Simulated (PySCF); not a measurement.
**Electron correlation in Re (rhenium, neutral)**

[Xe] 4f14 5d6 6s1, high-spin 6D determinant (an excited configuration). All numbers are calculated (PySCF 2.14, a scalar-relativistic core potential, in def2-TZVPPD with the def2 core potential (60 electrons)). Frozen: 5s2 5p6; 7 electrons correlated.

```json
{"level": "CCSD", "correlation energy (mhartree)": "-134.43"}
{"level": "(T)", "correlation energy (mhartree)": "-5.40"}
{"level": "CCSD(T)", "correlation energy (mhartree)": "-139.83"}
```

Diagnostics: T1 = 0.0089, D1 = 0.0251, largest double amplitude 0.032.

Spin-orbit coupling, absent here, splits the open shell strongly.

Cost of the coupled-cluster step: about 7 core-seconds, for 7 correlated electrons.

Iterations:

```
CC2 = 0
CCSD nocc = (np.int64(6), np.int64(1)), nmo = (55, 55)
frozen orbitals [[0, 1, 2, 3], [0, 1, 2, 3]]
max_cycle = 100
direct = 0
conv_tol = 1e-08
conv_tol_normt = 1e-06
diis_space = 8
diis_start_cycle = 0
Init t2, MP2 energy = -0.128424768742283
Init E_corr(UCCSD) = -0.128424768751437
cycle = 1  E_corr(UCCSD) = -0.13255171583573  dE = -0.00412694708  norm(t1,t2) = 0.0329425
cycle = 2  E_corr(UCCSD) = -0.133637747210271  dE = -0.00108603137  norm(t1,t2) = 0.0141528
cycle = 3  E_corr(UCCSD) = -0.134415981606958  dE = -0.000778234397  norm(t1,t2) = 0.00715212
cycle = 4  E_corr(UCCSD) = -0.134410099985699  dE = 5.88162126e-06  norm(t1,t2) = 0.00161436
cycle = 5  E_corr(UCCSD) = -0.134422534154403  dE = -1.24341687e-05  norm(t1,t2) = 0.000543348
cycle = 6  E_corr(UCCSD) = -0.134430147424503  dE = -7.6132701e-06  norm(t1,t2) = 0.000192841
cycle = 7  E_corr(UCCSD) = -0.134429756652537  dE = 3.90771966e-07  norm(t1,t2) = 6.04257e-05
cycle = 8  E_corr(UCCSD) = -0.134429719901115  dE = 3.6751422e-08  norm(t1,t2) = 1.96068e-05
cycle = 9  E_corr(UCCSD) = -0.134429786370507  dE = -6.64693926e-08  norm(t1,t2) = 4.87655e-06
cycle = 10  E_corr(UCCSD) = -0.134429776785757  dE = 9.58475047e-09  norm(t1,t2) = 1.46248e-06
cycle = 11  E_corr(UCCSD) = -0.134429770437599  dE = 6.34815805e-09  norm(t1,t2) = 5.57643e-07
UCCSD converged
E(UCCSD) = -77.60242119169938  E_corr = -0.1344297704375989
UCCSD(T) correction = -0.00540124406372343
```
